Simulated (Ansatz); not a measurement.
Two isomers of C2H5NOSn: A = `C1=C[O][SnH2][NH]1`, B = `[CH3][SnH2][N]=C=O`.

Isolated molecules relaxed with PBE0-D4/def2-TZVP in Ansatz; ΔE leaves out vibrations. CCSD(T)/CBS adds triple-zeta CCSD(T) − MP2 to the extrapolated MP2 energy (def2 sets, frozen cores). DFT in def2-TZVPP. B3LYP here is the variant with VWN-RPA as its local correlation; programs differ in this. Elements past krypton have def2 core potentials. For Sn outer-core shells are correlated without core-valence functions, which leaves a few kJ/mol of doubt a bond. Each species was taken in one conformer, which may not be the lowest.

Question: Which is lower in electronic energy at CCSD(T)/CBS, and by how much? (Best estimate.)

Answer: Computed: B, by 25.3 kcal/mol.

Question: Give E(B) − E(A) in kcal/mol with B3LYP, ωB97M-V, CCSD(T)/def2-TZVPP, r2SCAN-D4, HF/def2-TZVPP, CCSD/def2-TZVPP, PBE0-D4. (An estimate is asked.)

Answer: The calculation gave: B3LYP -31.8, ωB97M-V -28.3, CCSD(T)/def2-TZVPP -28.6, r2SCAN-D4 -29.4, HF/def2-TZVPP -37.5, CCSD/def2-TZVPP -29.0, PBE0-D4 -27.2. None reverses the order clearly.

Largest T1 diagnostic: 0.015.

The D4 term adds +1.7 kcal/mol with B3LYP and +0.8 kcal/mol with PBE0; it sums over pairs of atoms, weighted by their polarisabilities, and B3LYP, whose exchange is more repulsive, gets the larger term. In def2-TZVPP, CCSD(T) changes the Hartree–Fock value by +8.9 kcal/mol (the triples alone add +0.4 kcal/mol) and MP2 by +6.7 kcal/mol.
